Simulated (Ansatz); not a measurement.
Process, species as SMILES: [BH2] (BH2) → B atom + 2 H atom
B3LYP-D3(BJ)/def2-TZVP geometries, fixed; electronic energies without zero-point terms.

The atomisation energy at MP2 with Ansatz (a quantum-chemistry and plane-wave program), in kcal/mol, split into its Hartree-Fock and correlation parts. Cores are frozen. Open shells are unrestricted. No added dispersion term, no relativity. Functions are those of the species that has most.

```csv
basis,X,functions,Hartree-Fock,MP2
cc-pVDZ,2,24,140.81,159.52
cc-pVTZ,3,58,143.46,167.50
cc-pVQZ,4,115,143.78,169.38
cc-pV5Z,5,201,143.85,169.94
```

Worked estimate of the basis-set limit from each neighbouring pair, with Hartree-Fock from the larger set and the correlation part extrapolated as X^-3.
Correlation parts: X = 2: 18.71, X = 3: 24.04, X = 4: 25.60, X = 5: 26.09.
- (2,3): (27·(24.04) - 8·(18.71))/19 = 26.28; with Hartree-Fock 143.46 the estimate is 169.74 kcal/mol.
- (3,4): (64·(25.60) - 27·(24.04))/37 = 26.74; with Hartree-Fock 143.78 the estimate is 170.52 kcal/mol.
- (4,5): (125·(26.09) - 64·(25.60))/61 = 26.60; with Hartree-Fock 143.85 the estimate is 170.45 kcal/mol.
The last two estimates differ by 0.06 kcal/mol; the largest set lies 0.51 from the last. Over the last step Hartree-Fock moves by 0.07 and the correlation part by 0.49.
